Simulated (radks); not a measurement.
Initial-state core-level shifts of the tellurium ion Te2+ when its valence configuration changes from [Kr] 4d10 5s2 5p2. Method: Dirac Kohn-Sham, PBE, spin-unpolarised, spherical densities, finite nucleus; open shells fill j = l - 1/2 first; Fermi nuclear charge, rms radius 4.7423 fm; computed with a radial shooting solver on a logarithmic mesh with Libxc functionals. Shifts are changes of the shell-averaged eigenvalues in eV (positive: less bound); the change of the density at the nucleus, which sets a Mossbauer isomer shift, is in e/bohr^3, on a base of 2.28e+05.

valence,2p,3s,3p,4p,density at nucleus
4d9.5 5s2 5p2.5,-4.918,-4.721,-4.722,-3.866,+12.20
4d9 5s2 5p3,-9.901,-9.486,-9.488,-7.716,+24.71
4d8 5s2 5p4,-20.064,-19.147,-19.151,-15.371,+50.59
4d10 5s1 5p3,-1.513,-1.538,-1.536,-1.504,-65.79
4d10 5s1.5 5p2.5,-0.762,-0.774,-0.773,-0.757,-32.56
4d8 5s1.5 5p4.5,-20.761,-19.857,-19.861,-16.051,+11.58
4d8 5s1 5p5,-21.451,-20.560,-20.562,-16.724,-28.02
4d8.5 5s2 5p3.5,-14.949,-14.295,-14.297,-11.550,+37.51
4d7 5s1.5 5p5.5,-31.165,-29.672,-29.677,-23.622,+35.37
